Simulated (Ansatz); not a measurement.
Species: YI₂ (charge 0, doublet). SMILES: [I][Y][I]
Geometry from a B3LYP-D3(BJ)/def2-TZVP (Ansatz, an electronic-structure program) optimisation:
```xyz
3

Y      0.8137    -0.0105    -0.0018
I     -0.2771     2.0053    -1.6378
I     -0.3216    -1.9975     1.6391
```
Charge 0, spin multiplicity 2.

Wanted: vertical ionisation energy to the singlet, in eV. Terms: open shells spin-unrestricted; spin-orbit terms left out; LANL2DZ with its own core potentials from Na on; def2 sets with scalar-relativistic core potentials past Kr; STO-3G and 3-21G all-electron and non-relativistic; no dispersion term unless named; each state is the SCF solution reached for its charge and spin; valence correlation only (noble-gas shells and the d and f shells of earlier blocks). First-principles rows: single points at B3LYP-D3(BJ) geometries (Ansatz).

```csv
level,program,vertical ionisation energy to the singlet (eV)
HF/LANL2DZ,Ansatz,6.89
PBE/LANL2DZ,Ansatz,6.79
B3LYP/STO-3G,Ansatz,4.58
B3LYP/3-21G,Ansatz,6.79
B3LYP/LANL2DZ,Ansatz,6.99
MP2/LANL2DZ,Ansatz,6.46
B3LYP/def2-TZVPD,Ansatz,6.69
wB97X-V/def2-TZVPD,Ansatz,6.63
```

No value to compare with is used here. The 6 habitual levels span 4.58 (B3LYP/STO-3G) to 6.99 eV (B3LYP/LANL2DZ); B3LYP/def2-TZVPD gives 6.69.

The levels are drawn from those run, B3LYP/6-31G* more often than the rest, none by its result; left out are runs that failed, that the program found above a lower state of the same kind, or whose <S^2> lies over 0.5 above the pure value.
